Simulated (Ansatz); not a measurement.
Geometry optimisation, Ansatz, RKS PBE-D4/def2-SVP.

Input:

```yaml
crystal:
  periodic: [false, false, false]
  atoms:
    - { symbol: C, position_ang: [-0.5199, 0.4773, 0.3451] }
    - { symbol: O, position_ang: [-0.0174, 0.4167, -0.9528] }
    - { symbol: Ge, position_ang: [1.5063, -0.477, -0.815] }
    - { symbol: F, position_ang: [1.2855, -2.1852, -0.6387] }
    - { symbol: H, position_ang: [-0.7921, -0.4898, 0.7376] }
    - { symbol: H, position_ang: [0.0988, 1.1114, 1.0135] }
    - { symbol: H, position_ang: [-1.4998, 1.0785, 0.2647] }
basis:
  gaussian: { orbitals: def2-SVP }
hamiltonian:
  xc: pbe
  dispersion: d4
relax:
  f_tol: 0.02
  max_steps: 50
```

Run as:

```bash
$ ansatz run input.yaml --threads 2 --pin off --max-ram 3072MiB --backend cpu --events-out ev --progress --plain --runs-dir out
```

Where does it end, and by what steps?

The run converged. After 10 steps the energy has fallen by 0.919 eV; Ge3 moved furthest, 0.62 Å.

```
step  energy less start (eV)  largest force component (eV/Å)  accepted
   0                  0.0000                           2.774       yes
   1                 -0.4651                           1.001       yes
   2                 -0.5868                           1.185       yes
   3                 -0.7247                           1.374       yes
   4                 -0.8959                           0.356       yes
   5                 -0.9009                           0.365       yes
   6                 -0.9166                           0.147       yes
   7                 -0.9182                           0.065       yes
   8                 -0.9186                           0.027       yes
   9                 -0.9188                           0.021       yes
  10                 -0.9188                           0.005       yes
```

```xyz
7
Properties=species:S:1:pos:R:3
C -0.501 0.495 0.390
O 0.416 0.651 -0.683
Ge 1.457 -0.622 -1.412
F 0.954 -2.000 -0.386
H -0.533 -0.550 0.766
H -0.213 1.169 1.226
H -1.519 0.789 0.054
```

Whether the end is a true minimum wasn't checked by a vibrational analysis.

The run took 5.8 s on 2 threads of AMD EPYC 9R45 96-Core Processor (Zen 5) (shared host), peak memory 0.16 GiB.
